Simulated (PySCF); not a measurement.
Species: CH₈BrNSi₂.
Z-matrix (Å and degrees, PBE0-D3(BJ)/def2-SVP geometry), rows numbered from 1:
```
Si
N   1  1.7363
C   2  1.4477  1  126.01
Si  3  1.8921  2  114.74  1   -47.84
Br  4  2.2340  3  105.78  2  -173.30
H   1  1.4916  2  106.54  3   177.92
H   1  1.5013  2  115.41  3   -61.16
H   1  1.4965  2  108.73  3    58.76
H   2  1.0147  1  115.50  3   151.81
H   3  1.1048  2  110.18  1  -164.59
H   3  1.1110  2  114.37  1    76.78
H   4  1.4897  3  113.11  2    69.83
H   4  1.4889  3  111.70  2   -55.37
```

Method used: PBE0-D3(BJ)/def2-SVP geometry optimisation, gas phase in PySCF 2.14.0.

Take the most abundant isotopes and a rigid rotor. The values belong to one conformer with, in the numbering `[SiH3:1][NH:2][CH2:3][SiH2:4][Br:5]`, Si1–N2–C3–Si4 -48°, N2–C3–Si4–Br5 -173°.

Task: What are A, B and C (GHz)?

Result: Ia = 64.76, Ib = 857.32, Ic = 896.36 u·Å²; 505379 MHz·u·Å²/I gives 7803, 589.5 and 563.8 MHz, that is A = 7.8034, B = 0.5895, C = 0.5638 GHz.

Task: Classify the top.

Result: A near-prolate asymmetric top; Ray's κ = -0.993.

Task: What does the inertial defect say?

Result: Not planar: Δ = Ic − Ia − Ib = -25.72 u·Å². For a rigid frame Δ = −2 Σ m c², so Σ m c² = 12.86 u·Å² lies off the ab plane: 8.15 from hydrogen and 4.72 from heavier atoms. The atom farthest from that plane is 1.71 Å away.

Task: Give the coordinates in the principal-axis frame, origin at the centre of mass.

Result: The sense of each axis is arbitrary; atoms in the order of the calculation.
| atom | mass (u) | a (Å) | b (Å) | c (Å) |
| --- | --- | --- | --- | --- |
| Si1 | 27.977 | -3.526 | 0.398 | 0.185 |
| N2 | 14.003 | -2.472 | -0.908 | -0.259 |
| C3 | 12.000 | -1.065 | -1.014 | 0.064 |
| Si4 | 27.977 | -0.052 | 0.544 | -0.290 |
| Br5 | 78.918 | 2.079 | -0.020 | 0.074 |
| H6 | 1.008 | -4.858 | 0.090 | -0.411 |
| H7 | 1.008 | -3.694 | 0.618 | 1.660 |
| H8 | 1.008 | -2.979 | 1.670 | -0.383 |
| H9 | 1.008 | -2.920 | -1.811 | -0.376 |
| H10 | 1.008 | -0.587 | -1.788 | -0.563 |
| H11 | 1.008 | -0.857 | -1.312 | 1.114 |
| H12 | 1.008 | -0.369 | 1.670 | 0.633 |
| H13 | 1.008 | -0.191 | 0.982 | -1.706 |

Task: Which types of transition are allowed, and where do some lines up to J = 5 fall?

Result: The dipole components are |μa| = 1.57 D, |μb| = 1.18 D, |μc| = 0.07 D. The squared components, which scale the intensities, stand as 1.00 : 0.57 : 0.00 (a : b : c). Some of the stronger lines:

| type | branch | J(Ka,Kc) | MHz | lower level (cm⁻¹) |
| --- | --- | --- | --- | --- |
| a | R | 3(2,1) ← 2(2,0) | 3460 | 1.080 |
| a | R | 4(1,4) ← 3(1,3) | 4562 | 0.469 |
| a | R | 4(0,4) ← 3(0,3) | 4613 | 0.231 |
| a | R | 4(3,1) ← 3(3,0) | 4613 | 2.400 |
| a | R | 4(2,2) ← 3(2,1) | 4614 | 1.195 |
| a | R | 5(1,5) ← 4(1,4) | 5702 | 0.621 |
| a | R | 5(0,5) ← 4(0,4) | 5765 | 0.385 |
| a | R | 5(2,4) ← 4(2,3) | 5766 | 1.349 |
| a | R | 5(4,2) ← 4(4,1) | 5767 | 4.242 |
| a | R | 5(3,3) ← 4(3,2) | 5767 | 2.554 |
| a | R | 5(3,2) ← 4(3,1) | 5767 | 2.554 |
| b | Q | 3(1,2) ← 3(0,3) | 7304 | 0.231 |
| b | R | 2(1,2) ← 1(0,1) | 9495 | 0.038 |
| b | Q | 2(2,0) ← 2(1,1) | 21642 | 0.358 |
| b | Q | 3(2,2) ← 3(1,3) | 21757 | 0.469 |
| b | Q | 5(2,4) ← 5(1,5) | 21873 | 0.812 |
| b | R | 2(2,1) ← 1(1,0) | 23974 | 0.280 |
| b | R | 4(2,3) ← 3(1,2) | 26216 | 0.474 |
| b | Q | 5(3,2) ← 5(2,3) | 36132 | 1.541 |
| b | Q | 3(3,0) ← 3(2,1) | 36133 | 1.195 |
| b | R | 3(3,1) ← 2(2,0) | 39594 | 1.080 |
| b | Q | 4(4,0) ← 4(3,1) | 50587 | 2.554 |
| b | R | 4(4,0) ← 3(3,1) | 55200 | 2.400 |
| b | R | 5(4,2) ← 4(3,1) | 56354 | 2.554 |
| b | Q | 5(5,1) ← 5(4,2) | 65040 | 4.434 |

Not checked by PBE0-D3(BJ)/def2-SVP frequencies. Zero-point vibration and centrifugal distortion are left out. A rigid rotor knows nothing of inversion at nitrogen or internal rotation, which can split or shift real lines. Quadrupole hyperfine structure (14N, 79Br) is left out.

Hardware: one thread, Arm Neoverse V1 (aarch64), no GPU, shared host. Cost: 53 s, 0.53 GiB resident at most. That covers the optimisation of the geometry.
